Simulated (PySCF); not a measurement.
## Electron correlation in Ba⁴²⁺ (barium, charge +42)

[Ne] 3s2 3p2, high-spin 3P determinant. Computed with PySCF 2.14 in an even-tempered Gaussian basis (18 s from 8 bohr⁻², ratio 2.5; 12 p from 10 bohr⁻², ratio 2.5; 4 d from 42 bohr⁻², ratio 2.7; 4 f from 63 bohr⁻², ratio 2.7), with the spin-free X2C one-electron Hamiltonian (Gaussian nucleus). Frozen: 1s2; 12 electrons correlated; the 21 highest virtual orbitals of each spin left out.

```
  level  correlation energy (mhartree)
   CCSD                        -523.80
    (T)                          -0.90
CCSD(T)                        -524.70
```

Diagnostics: T1 = 0.00058, D1 = 0.0026, largest double amplitude 0.051.

Problem. Is a single reference adequate?

Solution. Yes, within this model without spin-orbit coupling: T1 lies below 0.03 and no double amplitude reaches 0.07.

At this charge the one-electron X2C treatment keeps the bare 1/r₁₂, with no two-electron picture change or Breit term. The effect here is smaller than on the frozen 1s shell; and a scalar Hamiltonian misses the large spin-orbit splitting of the p shells, which matters for ns² → np² pairs.

Spin-orbit coupling is strong in this species, so the high-spin LS determinant is a model state.
